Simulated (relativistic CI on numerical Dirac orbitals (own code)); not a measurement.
**What each ingredient does to the levels of Ir X**

Base calculation: Dirac-Coulomb-Breit CI, KLI orbitals optimised for each configuration, a model potential for QED, unscaled Slater integrals.

Configuration list (outside the closed core [Kr] 4d10): 4f14 5s2 5p6, 4f14 5s2 5p5 5d, 4f14 5s 5p6 5d, 4f14 5s2 5p5 5f, 4f13 5s2 5p6 5d, 4f14 5s2 5p5 6s, 4f14 5s2 5p5 5g, 4f14 5s 5p6 5f, 4f14 5s2 5p5 6p, 4f13 5s2 5p6 6s, 4f14 5p6 5d2, 4f14 5p5 5d3, 4f14 5p5 5d2 5f, 4f13 5p6 5d3, 4f14 5p5 5d2 6s, 4f14 5p5 5d2 5g. Double excitations out of closed p, d and f shells are left out; levels of such configurations are missing from the list, as are those of other unlisted configurations, and high levels can miss mixing partners. Some configurations lack a partner that the ground configuration has and come out too high, among them 4f14 5s2 5p5 6p, 4f13 5s2 5p6 6s.

The lowest level and the first level of each name with at least 55 % of one term (blank where a level has no safe partner in the second run):

```
                Level  Base (cm⁻¹)  Shift (cm⁻¹)
    4f14 5s2 5p6 1S_0            0             0
4f14 5s2 5p5 5d 3P°_0       390111        -10040
4f14 5s2 5p5 5d 3P°_1       399313        -19242
4f14 5s2 5p5 5d 3F°_3       412474        -21418
4f14 5s2 5p5 5d 3F°_4       418727        -27671
4f14 5s2 5p5 5d 3D°_3       443178        -27555
4f14 5s2 5p5 5d 3D°_1       479939        -64315
4f14 5s2 5p5 5d 3F°_2       533343              
4f13 5s2 5p6 5d 3P°_2       582650       +103815
4f13 5s2 5p6 5d 3P°_1       604265        +82201
4f13 5s2 5p6 5d 3H°_6       604752        +90999
4f13 5s2 5p6 5d 3H°_4       611761              
4f13 5s2 5p6 5d 3G°_5       616743              
4f13 5s2 5p6 5d 3P°_0       620105        +66360
```

At this charge transitions that keep the count of f electrons are usually good to a few per cent. Levels and lines within the n = 5 or 6 shells can be off by up to 10 % or somewhat more, and those that change n by about 2 %, since core polarisation is missing. Levels that differ in their count of f electrons can be misplaced by several ten thousand cm⁻¹, since the correlation energy of f electrons is missing or only estimated; rates across such gaps can be off by orders of magnitude.

Problem. One thing was changed in a second run, which moved the levels as shown. Which?
A. non-relativistic limit
B. P86 correlation estimate
C. Breit term removed
D. configuration mixing switched off
E. QED terms removed

Solution. A. Non-relativistic limit. Without relativity the fine structure collapses and s electrons lose their extra binding.

LS names give the leading component of a level, which can be under half, so a name can repeat, a term be missing and a line seem to break the LS rules.
